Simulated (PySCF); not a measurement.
Gas-phase reaction: GaF + 2 SF5 → GaF3 + 2 SF4

Energies from PySCF, thermal terms from the rigid-rotor harmonic-oscillator model, ideal gas at 1 bar. † marks an energy on the PBE0/def2-TZVP geometry and frequencies; other levels use their own. MP2 and CCSD(T) freeze the core. Open shells (unrestricted): SF5 (multiplicity 2); the rest are closed-shell singlets. Ga: all electrons, no relativistic terms. MP2 isn't extrapolated to the basis-set limit. CCSD(T) isn't extrapolated to the basis-set limit.

| level | ΔH°(298 K), kJ |
|---|---|
| BLYP/def2-TZVP† | ? |
| CCSD(T)/def2-SVP† | ? |
| MP2/def2-TZVPP† | -506 |
| PBE0/def2-SVP† | -457 |
| PBE0/def2-TZVP | ? |
| r2SCAN/def2-TZVP† | -412 |
| ωB97M-V/def2-TZVP† | -464 |

Task: Fill in the missing entries.

Result: 
- BLYP/def2-TZVP†, ΔH°(298 K), kJ: -450
- CCSD(T)/def2-SVP†, ΔH°(298 K), kJ: -540
- PBE0/def2-TZVP, ΔH°(298 K), kJ: -425
